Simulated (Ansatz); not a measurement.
Start from `O[SiH2]S[SiH2]Cl` and change one atom or group to get `CCS[SiH2]Cl`.

Ansatz, PBE0-D4/def2-TZVP geometries, multiplicity 1. Each molecule was computed in one conformer, which needn't be the lowest.

```json
{"property": "HOMO–LUMO gap (B3LYP/def2-TZVPP) / eV", "`O[SiH2]S[SiH2]Cl`": "7.28"}
{"property": "HOMO–LUMO gap (PBE/def2-TZVPP) / eV", "`O[SiH2]S[SiH2]Cl`": "5.64"}
{"property": "size of the dipole moment (PBE/def2-TZVPP) / D", "`O[SiH2]S[SiH2]Cl`": "0.38"}
{"property": "HOMO–LUMO gap (ωB97M-V/def2-TZVPP) / eV", "`O[SiH2]S[SiH2]Cl`": "11.69"}
{"property": "size of the dipole moment (ωB97M-V/def2-TZVPP) / D", "`O[SiH2]S[SiH2]Cl`": "0.42"}
{"property": "size of the dipole moment (B3LYP/def2-TZVPP) / D", "`O[SiH2]S[SiH2]Cl`": "0.44"}
```

(1) Give the same properties after the change, and the shifts. (An estimate is asked.)

## Answers

(1) Computed: 
```tsv
property	`CCS[SiH2]Cl`	shift
HOMO–LUMO gap (B3LYP/def2-TZVPP) / eV	6.69	-0.59
HOMO–LUMO gap (PBE/def2-TZVPP) / eV	5.02	-0.62
size of the dipole moment (PBE/def2-TZVPP) / D	1.70	1.32
HOMO–LUMO gap (ωB97M-V/def2-TZVPP) / eV	11.17	-0.52
size of the dipole moment (ωB97M-V/def2-TZVPP) / D	1.68	1.26
size of the dipole moment (B3LYP/def2-TZVPP) / D	1.70	1.26
```

With PBE0 the HOMO rises by 0.68 eV and the LUMO rises by 0.08 eV, so the gap narrows by about 0.60 eV. PBE moves the HOMO by 0.67 eV and ωB97M-V by 0.65 eV. Dipoles are sizes alone; their direction can turn.

B3LYP here is the variant with VWN-RPA as its local correlation; programs differ in this.
